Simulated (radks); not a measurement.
Species: Bi18+. Configuration: [Kr] 4d10 4f14 5s2 5p3.

Method: Dirac Kohn-Sham, BLYP, spin-unpolarised, spherical densities, point nucleus; open shells fill j = l - 1/2 first; computed with a radial shooting solver on a logarithmic mesh with Libxc functionals.

Energy parts (eV):
part                       energy
total                  -584182.53
kinetic                 684000.64
electron-nucleus      -1455578.15
Hartree                 197871.23
exchange-correlation    -10476.25

Orbitals (lengths in bohr, moments of r in powers of bohr; r(90%) holds 90 % of the orbital's charge):
orbital  occ.  eigenvalue (eV)  <1/r>  r(90%)
1s1/2       2        -90937.41  103.4  0.0290
2s1/2       2        -16654.41  25.62   0.103
2p1/2       2        -16016.40  25.55  0.0902
2p3/2       4        -13694.81  20.25   0.102
3s1/2       2        -4316.914  9.392   0.252
3p1/2       2        -4029.216  9.298   0.243
3p3/2       4        -3508.690  7.909   0.266
3d3/2       4        -3038.629  7.812   0.240
3d5/2       6        -2928.159  7.505   0.246
4s1/2       2        -1286.963  4.005   0.538
4p1/2       2        -1161.684  3.896   0.546
4p3/2       4        -1032.285  3.418   0.593
4d3/2       4        -828.6080  3.231   0.613
4d5/2       6        -804.2470  3.125   0.627
4f5/2       6        -539.0326  2.823   0.666
4f7/2       8        -533.2663  2.784   0.674
5s1/2       2        -515.3277  1.816    1.08
5p1/2       2        -467.5381  1.729    1.13
5p3/2       1        -434.8905  1.577    1.21
5d3/2       0        -360.3407  1.428    1.33
5d5/2       0        -354.5471  1.398    1.35
6s1/2       0        -282.2136  1.013    1.88

The highest occupied level is 5p3/2 at -434.89 eV. The density falls to 0.001 e/bohr^3 at r = 1.78 bohr.
